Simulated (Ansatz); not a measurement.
Job for Ansatz (a first-principles code): R-CCSD(T)/cc-pV(T+d)Z on H2OSSi (SMILES O[Si]S), a point of a torsion scan. Files ending in .json are basis or fitting sets from the Basis Set Exchange.

Ansatz 0.2 input:
```yaml
crystal:
  periodic: [false, false, false]
  atoms:
    - {symbol: O, position_ang: [-1.09835668, 0.25853164, -0.12765799]}
    - {symbol: Si, position_ang: [-0.15866009, -0.96923242, -0.64182742]}
    - {symbol: S, position_ang: [1.43909936, -0.62691768, 0.80618064]}
    - {symbol: H, position_ang: [-1.94384331, 0.49895783, -0.49120376]}
    - {symbol: H, position_ang: [2.17992506, -1.63488544, 0.36251614]}
basis:
  gaussian:
    orbitals: cc-pV_T+d_Z.json
magnetization: {spin_polarized: false}
correlation: {method: ccsd_t, electrons: outside_noble_gas}
scf: {lower_state_search: off}
```

The head of its log:

```
WARN ansatz: RAYON_NUM_THREADS=1 ignored (pool sized by the plan → 1); use --threads N
Functional definition: HF
these checks for a lower state are left out or cut short: stability, starts, cluster_reference, orbital_swaps, neighbouring_geometries, increment
integrals: 0.26 GiB planned
810 factors; integrals over basis functions are off by at most 1.0e-3 eV
mean field: 0.33 GiB planned
mean field evaluation 1: about -20748.5504 eV, gradient 3.7e1 eV
mean field evaluation 2: about -20748.7040 eV, gradient 3.7e1 eV
mean field evaluation 4: about -20751.4960 eV, gradient 2.8e0 eV
mean field evaluation 8: about -20751.5524 eV, gradient 3.1e-1 eV
mean field evaluation 16: about -20751.5534 eV, gradient 1.6e-6 eV
mean field -20751.55337584 eV, -762.6055206541 hartree, gradient 1.6e-6 eV, S^2 0.000000; 0 other end points of the search recorded, 0 dependent functions left out
11 core orbitals not correlated
reference -20751.55337584 eV, -762.6055206541 hartree; 9, 9 occupied and 116, 116 virtual orbitals, 810 factors
```

Task: Give the final energy of this run.

Result: -763.1771 hartree (reference determinant -762.6055, T1 diagnostic 0.015).
